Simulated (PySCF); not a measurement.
CdC⁺ at ROHF-CCSD

Level: ROHF-CCSD. basis Cd cc-pVDZ-PP with ECP28, C cc-pVDZ; scalar-relativistic core potentials; PySCF 2.14.

* state: ²Π (doublet), unpaired electrons π ↑
* bond length: 2.315 Å
* harmonic wavenumber: 349 cm⁻¹
* force constant: 0.780 mdyn/Å
* rotational constant Be: 0.2897 cm⁻¹
* anharmonicity ωexe: 2.27 cm⁻¹
* vibration–rotation constant αe: 0.00304 cm⁻¹
* well depth De to Cd⁺ + C: 0.94 eV
* dissociation energy D0: 0.91 eV

Correlated steps freeze 1 core orbital. Correlated levels converge slowly with the basis: in double zeta they bind strong bonds too weakly, by up to about 1 eV, and carry superposition errors of some tenths. Spin–orbit coupling is left out. For an ion De counts to the pair picked by the measured ionisation energies or electron affinities, which need not be the lowest pair at this level. The state was picked by a PBE0 search and need not be the measured ground state.
